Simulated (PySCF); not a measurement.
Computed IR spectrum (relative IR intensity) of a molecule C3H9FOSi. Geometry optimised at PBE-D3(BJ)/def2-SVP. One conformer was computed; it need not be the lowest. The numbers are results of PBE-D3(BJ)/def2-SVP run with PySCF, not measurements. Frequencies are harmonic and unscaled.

Lines under 2 % of the strongest are left out, and lines within 2 cm⁻¹ are merged.

ν (cm⁻¹): 82 (vw), 230 (vw), 305 (w), 393 (w), 623 (w), 690 (w), 742 (w), 783 (m), 813 (w), 867 (vs), 920 (vs), 962 (w), 1146 (m), 1165 (m), 1190 (w), 1216 (m), 1374 (vw), 1395 (w), 1402 (vw), 1442 (vw), 2164 (s), 2854 (m), 2887 (m), 2900 (m), 2945 (m), 3061 (w) (against the strongest line: vs over 80 %, s over 45 %, m over 15 %, w over 4 %, vw less)

Task: Identify the compound among the candidates.
A) CC[C@H](O)[SiH2]F
B) CC[Si@H](O)CF
C) OCC[C@H](F)[SiH3]
D) COC[Si@H](C)F

Result: D, COC[Si@H](C)F
